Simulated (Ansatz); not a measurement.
Total energies of [TaO2Cl2]- (TaCl2O2⁻) from Ansatz at PBE0-D4/def2-TZVPD, gas phase (1 Eh = 27.2114 eV = 2625.5 kJ/mol). The reference geometry is relaxed at PBE-D4/def2-SVPD.

```xyz
5

Ta   -0.081    0.034    0.049
O    -0.136    1.379    1.204
O    -1.737   -0.588   -0.078
Cl    1.345   -1.701    0.931
Cl    0.609    0.876   -2.105
```

```
            state                     geometry  energy (Eh)
charge -1 singlet                    reference  -1127.86296
 charge 0 doublet                    reference  -1127.67138
 charge 0 doublet  relaxed at PBE-D4/def2-SVPD  -1127.68050
```

In the def2 sets Ta takes a core potential; there is no spin–orbit coupling.

Q: Work out the vertical ionisation energy to the doublet.

A: E(charge 0 doublet) − E(charge -1 singlet) = -1127.67138 − (-1127.86296) = 0.19158 Eh = 5.21 eV. For comparison, −ε of the highest occupied level is 3.41 eV at this level, 1.80 eV less.

Q: How much does the charge 0 doublet relax, and what is the adiabatic ionisation energy?

A: Relaxation: -1127.67138 − (-1127.68050) = 0.00912 Eh = 0.25 eV. Adiabatic ionisation energy: 0.18246 Eh = 4.96 eV, without zero-point energy.
